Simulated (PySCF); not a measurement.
A species of formula C2H7BO3 has this rotational fingerprint, computed with PBE0-D3(BJ)/def2-SVP geometry optimisation, gas phase in PySCF 2.14.0:

| Item | Value |
| --- | --- |
| Rotational constants | A = 6637, B = 2225, C = 1881 MHz |
| Dipole components | \|μa\| = 1.59 D, \|μb\| = 1.04 D, \|μc\| = 1.41 D |
| Inertial defect | -34.57 u·Å² |
| κ | -0.86 |

Question: Which candidate fits, each taken in the one conformer that was computed?
A. `[CH3:1][O:2][CH2:3][B:4]([OH:5])[OH:6]` with C1–O2–C3–B4 -71°, O2–C3–B4–O5 173°, C3–B4–O5–H -2°, C3–B4–O6–H -179°
B. `[CH3:1][O:2][B:3]([OH:4])[O:5][CH3:6]` with C1–O2–B3–O4 -1°, O2–B3–O4–H -179°, O2–B3–O5–C6 0°

Answer: A. It is COCB(O)O, an asymmetric top, point group C1. The candidates at the same level (rigid rotor, commonest isotopes):

```tsv
SMILES	A (MHz)	B (MHz)	C (MHz)	μa (D)	μb (D)	μc (D)	Δ (u·Å²)	point group	rotor
COCB(O)O	6637	2225	1881	1.59	1.04	1.41	-34.57	C1	asymmetric top
COB(O)OC	5772	2715	1891	0.12	0.13	0.01	-6.40	–	asymmetric top
```

`COB(O)OC` has B 22 % too high. No structure here is proved a minimum.
